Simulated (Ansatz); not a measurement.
Reaction (substitution at a C–N bond): `CNBN` + `N=CS` → `CSC=N` + `NBN`

Computed with Ansatz on PBE0-D4/def2-TZVP structures; ΔE is electronic, products minus reactants. CBS: MP2 limit from def2 TZ/QZ plus the TZ coupled-cluster correction, frozen cores. This one scheme is used for every species. Functionals use def2-TZVPP. One conformer a species, not always the lowest.

Task: Is it downhill or uphill in electronic energy at CCSD(T)/CBS, and by how much? (Best estimate.)

Result: Ansatz gave: Downhill: ΔE = -10.6 kcal/mol.

Task: What do these levels give: B2PLYP, MP2/def2-TZVPP, HF/def2-QZVPP, MP2/def2-QZVPP, HF/CBS(def2), MP2/CBS(def2)? (Estimate.)

Result: Computed: B2PLYP -10.0, MP2/def2-TZVPP -11.0, HF/def2-QZVPP -8.6, MP2/def2-QZVPP -11.6, HF/CBS(def2) -8.6, MP2/CBS(def2) -12.1 kcal/mol.

Largest T1 diagnostic among the species: 0.014.

In def2-TZVPP, CCSD(T) changes the Hartree–Fock value by −1.1 kcal/mol (the triples alone add −0.4 kcal/mol) and MP2 by −2.5 kcal/mol.
